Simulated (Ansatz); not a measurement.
C₂H₃O, charge +1, singlet, at a GFN2-xTB geometry. Base run: SVWN5/6-311G** in Ansatz (a quantum-chemistry and plane-wave program).

Geometry (Å):
```xyz
6

C     -0.0117    -0.0895    -1.2651
C     -0.0076    -0.0001    -0.0074
H      0.0487     0.7682    -1.9281
H     -0.0570    -1.0333    -1.7998
O      0.1002     0.0793     1.1962
H     -0.6781     0.1676     1.7935
```
Charge +1, spin multiplicity 1.
All else is at Ansatz's defaults.
Base energy -151.64176 Eh.

The base run was repeated with changes; each row names its change, and settings that it needs were set with it.

```json
[
 {"change": "base", "ΔE vs base (mEh)": "0.000"},
 {"change": "fitting.mean_field = cc-pVTZ-JKFIT", "ΔE vs base (mEh)": "-0.018"},
 {"change": "final_grid = 6, 12, 29", "ΔE vs base (mEh)": "0.000"},
 {"change": "fitting.mean_field = def2-universal-JKFIT", "ΔE vs base (mEh)": "-0.055"},
 {"change": "lower_state_search = full", "ΔE vs base (mEh)": "0.000"},
 {"change": "point_charge = charge:0.5 position_ang:-5.1502, -0.2083, -1.6183", "ΔE vs base (mEh)": "48.145"},
 {"change": "final_grid = 10, 20, 41", "ΔE vs base (mEh)": "0.000"},
 {"change": "nuclear_model = gaussian", "ΔE vs base (mEh)": "0.019"},
 {"change": "final_grid = 14, 28, 59", "ΔE vs base (mEh)": "0.000"},
 {"change": "accuracy = high", "ΔE vs base (mEh)": "0.003"},
 {"change": "lower_state_search = light", "ΔE vs base (mEh)": "0.000"}
]
```
